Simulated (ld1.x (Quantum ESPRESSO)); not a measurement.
## cerium (Ce): excitation energies, all-electron against PAW

```json
{
 "Element": "Ce",
 "Generator": "ld1.x (Quantum ESPRESSO) 7.5",
 "Type": "PAW",
 "Functional": "revPBE",
 "Relativity": "fully relativistic",
 "Frozen core": "[Kr] 4d10",
 "Valence charge": "12",
 "Reference configuration": "4f1 5s2 5p6 5d1 6s1.5 6p0 (charge +0.5)",
 "Partial waves": "5s (bound): rcut 1.95, rcutus 2.25 bohr; 6s (bound): rcut 1.95, rcutus 2.25 bohr; 5p (bound): rcut 2.50, rcutus 2.95 bohr; 6p (bound, empty): rcut 2.50, rcutus 2.95 bohr; 5d (bound): rcut 2.75, rcutus 3.15 bohr; 5d channel at 2.2 Ry: rcut 2.75, rcutus 3.15 bohr; 4f (bound): rcut 1.20, rcutus 1.40 bohr; 4f channel at -0.2 Ry: rcut 1.20, rcutus 1.40 bohr",
 "Local potential": "all-electron potential smoothed inside 2.05 bohr (lloc = -1)",
 "Core correction": "Bessel-smoothed model core inside 1.15 bohr",
 "Augmentation charge": "PSQ, radius 1.05 bohr"
}
```

Open shells are filled in proportion to 2j + 1 (rel_dist='average').

Energies are relative to the spin-unpolarised reference configuration 4f1 5s2 5p6 5d1 6s1.5 6p0; without spin polarisation the order of configurations can differ from experiment. Not all tests gave a result: test run stopped at test 5 of 7 (negative rho).

(1) Give the all-electron excitation energy and the error of the potential for: 4f1 5s2 5p6 5d1 6s2 6p0; 4f1 5s2 5p6 5d1 6s1 6p0; 4f1 5s2 5p6 5d1 6s0 6p0; 4f1 5s2 5p6 5d2 6s1 6p0.

The ghost test of this file was not conclusive.

Answers

(1)

```tsv
valence configuration	charge	ΔE all-electron (eV)	error AE − PS (meV)
4f1 5s2 5p6 5d1 6s2 6p0	0	-2.414	+0.1
4f1 5s2 5p6 5d1 6s1 6p0	+1	3.585	+0.1
4f1 5s2 5p6 5d1 6s0 6p0	+2	14.534	+0.8
4f1 5s2 5p6 5d2 6s1 6p0	0	-1.535	+3.5
```
